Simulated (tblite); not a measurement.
Compound: C6H5N2O (doublet state).
Structure used (GFN2-xTB), in Å, numbered top down from 1:
```
atom  x, y, z in Å
C1     2.4165    0.1555   -0.2630
N2     1.7588   -0.7368    0.3187
C3     0.4396   -0.5201    0.8262
C4    -0.5509   -1.4059    0.1271
C5    -1.5106   -0.6162   -0.4144
C6    -1.2098    0.7224   -0.0832
C7    -1.9170    1.8613   -0.4293
N8    -2.5350    2.7876   -0.7339
O9    -0.0778    0.8006    0.6659
H10    2.0791    1.1787   -0.4301
H11    3.4000   -0.1105   -0.6216
H12    0.4984   -0.7331    1.9079
H13   -0.4327   -2.4673    0.0696
H14   -2.3594   -0.9167   -0.9969
```

Method: GFN2-xTB as coded in tblite; computed harmonic values from a numerical Hessian at the method's own geometry, unscaled. Errors from tens to a few hundred cm⁻¹ against measured bands are possible. One conformer, not necessarily the lowest. Open shells enter through the occupations alone, without spin polarisation, and single modes of such species can be off by tens of per cent.

Harmonic wavenumbers (cm⁻¹): 68.3, 101.0, 145.7, 199.8, 259.5, 375.2, 433.4, 499.0, 541.5, 560.0, 617.8, 658.9, 702.1, 796.7, 848.3, 901.8, 921.2, 966.6, 988.2, 1039.9, 1054.5, 1140.5, 1147.2, 1216.0, 1232.8, 1293.0, 1386.6, 1409.3, 1489.2, 1751.1, 2289.3, 2815.8, 2948.2, 3076.1, 3168.4, 3196.0.

A = 3679, B = 1169, C = 968.7 MHz; mass 121.040 u (most abundant isotopes); point group C1, symmetry number 1; spin multiplicity 2.

Question: What is the zero-point energy?

Answer: Half the sum of the wavenumbers: 21119 cm⁻¹ = 60.38 kcal/mol.

Question: Entropy at 500 K, 1 bar (ideal gas, RRHO, classical rotation)?

Answer: Translation 42.88, rotation 30.28, vibration 35.99, spin (R ln 2) 1.38: S = 110.5 cal/(mol K).

Question: And Cp and H(500 K) − H(0)?

Answer: Cp = 45.82 cal/(mol K), of which vibrations give 37.87 (their classical limit is 36 R = 71.5); H(500 K) − H(0) = 13.61 kcal/mol without the zero-point energy, 9.64 from vibrations.

Question: Which modes carry the vibrational entropy at 500 K?

Answer: 68.3 cm⁻¹: 5.22; 101.0 cm⁻¹: 4.45; 145.7 cm⁻¹: 3.73; 199.8 cm⁻¹: 3.11; 259.5 cm⁻¹: 2.61; 375.2 cm⁻¹: 1.93 cal/(mol K); the other 30 give 14.93 together.

Question: How do the functions run with temperature in this model?

Answer: 
| T (K) | S (cal/(mol K)) | Cp (cal/(mol K)) | H − H(0) (kcal/mol) | G − H(0) (kcal/mol) | ln q(vib) |
| --- | --- | --- | --- | --- | --- |
| 150 | 73.8 | 19.0 | 1.97 | -9.09 | 1.81 |
| 250 | 85.4 | 27.4 | 4.29 | -17.06 | 3.61 |
| 298.15 | 90.6 | 31.5 | 5.71 | -21.30 | 4.51 |
| 400 | 101.0 | 39.5 | 9.34 | -31.07 | 6.47 |
| 600 | 119.3 | 50.8 | 18.46 | -53.15 | 10.34 |
| 900 | 142.1 | 60.9 | 35.36 | -92.49 | 15.85 |

q(vib) and H(0) count from the zero-point level.

Question: Blend soft modes into free rotors: weight 1/[1 + (100 cm⁻¹/ν̃)⁴] for the oscillator and the rest for a rotor with moment μB/(μ + B), μ = h/(8π²ν), B = 10⁻⁴⁴ kg m². What vibrational entropy results?

Answer: 34.08 cal/(mol K) in place of 35.99, which changes −T·S at 500 K by +0.95 kcal/mol.

Hindered rotation and anharmonicity are outside this model. Other conformers, if any are populated, would add a mixing term that is left out. The structure is chiral; the term R ln 2 for an equal mix with its mirror image is left out.

The run took 0.41 s wall on one thread, Arm Neoverse V1 (aarch64), no GPU, shared host with 32 logical CPUs at a one-minute load of 12. The figure is for the frequency step alone.
